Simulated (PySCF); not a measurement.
SeH₃⁺: breathing scan

Level of theory: PBE0 in PySCF with Se def2-TZVP, H def2-TZVP; no relativity; density-fitted integrals.

Rigid scan from the singlet minimum (Se–H 1.480 Å (×3); H–Se–H 92.6° (×3)). Coordinate: all bonds to the central atom scaled together. Energies in kJ/mol from the minimum.

| scale of all bonds to the centre | E (kJ/mol) | dipole size (D, about the centre of mass) |
| --- | --- | --- |
| 0.88 | 129.3 | 1.52 |
| 0.92 | 51.8 | 1.59 |
| 0.96 | 11.7 | 1.66 |
| 1.00 | 0.0 | 1.74 |
| 1.04 | 9.7 | 1.82 |
| 1.08 | 35.5 | 1.91 |
| 1.14 | 95.4 | 2.05 |
| 1.22 | 199.8 | 2.27 |
| 1.35 | 394.3 | 2.66 |

At long bonds a restricted determinant can lie too high, and another spin state can fall below this curve.

Other isomers or separated fragments may lie lower.
